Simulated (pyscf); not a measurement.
## H₃C–AlH–Cl, singlet

Gas-phase minimum from PySCF at ωB97X-D3(BJ)/def2-SVP, one conformer. 

```xyz
7

C      0.7664    -0.3234     0.0786
Al    -0.5352     1.0437     0.5358
Cl    -0.6968     2.7274    -0.7262
H      0.4269    -0.8908    -0.8064
H      0.9284    -1.0471     0.8940
H      1.7395     0.1215    -0.1895
H     -1.5131     1.0107     1.7741
```
Charge 0, spin multiplicity 1.

Bonds (Å): C1–Al2 1.942, C1–H4 1.105, C1–H5 1.102, C1–H6 1.103, Al2–Cl3 2.110, Al2–H7 1.578. Angles (°): Al2–C1–H4 110.1, Al2–C1–H5 112.7, Al2–C1–H6 111.4, H4–C1–H5 107.5, H4–C1–H6 106.5, H5–C1–H6 108.4, C1–Al2–Cl3 118.2, C1–Al2–H7 125.8, Cl3–Al2–H7 116.0.

Properties at ωB97X-D3(BJ)/def2-SVP:

```yaml
harmonic_wavenumbers_unscaled: 16, 173, 399, 511, 615, 670, 683, 773, 1237, 1432, 1435, 1992, 3054, 3146, 3166 cm⁻¹
zero_point_energy: 27.6 kcal/mol
rotational_symmetry_number: 1
Entropy of this conformer at 298 K and 1 atm, rigid rotor and harmonic oscillator, modes under 100 cm⁻¹ raised to 100: 304.3 J/(mol K)
dipole_moment: 1.85 D
```

Single-point totals, which compare only within one level (frozen core for MP2 and CC):

```
level                   total energy (hartree)
----------------------  ----------------------
ωB97X-D3(BJ)/def2-TZVP              -743.30778
PBE/def2-TZVP                       -742.85812
r²SCAN/def2-TZVP                    -743.16416
B3LYP-D3(BJ)/def2-TZVP              -743.30024
PBE0-D3(BJ)/def2-TZVP               -742.93308
M06-2X/def2-TZVP                    -743.18983
ωB97M-D3(BJ)/def2-TZVP              -743.34997
HF/def2-TZVPP                       -741.72694
MP2/def2-TZVPP                      -742.17441
CCSD/def2-TZVPP                     -742.21558
CCSD(T)/def2-TZVPP                  -742.23391
```

The lowest mode is so soft that the shape along it may change with the basis. Soft torsions are taken as harmonic, which can shift the entropy by several J/(mol K). The CCSD(T) − MP2 part came from Ansatz, without density fitting, on the same reference.
